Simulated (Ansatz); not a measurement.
Cl2Ge (SMILES [Cl][Ge][Cl]) moved off its minimum; all values from Ansatz (an electronic-structure program), cores frozen in correlated methods.
(charge 0, multiplicity 1)
```xyz
3

Ge     0.1562    -0.0475     0.6560
Cl     1.0669     1.3473    -0.6735
Cl    -1.0681    -1.2620    -0.7017
```

### Question
Give the forces (eV/Å), the total energy and the dipole at CCSD(T)/def2-TZVPPD.

### Answer

| atom | Fx | Fy | Fz |
|---|---|---|---|
| Ge1 | -0.373 | -0.619 | 0.774 |
| Cl2 | 0.357 | 0.580 | -0.676 |
| Cl3 | 0.015 | 0.039 | -0.098 |
Energy -2995.0132 hartree, dipole 1.71 D.
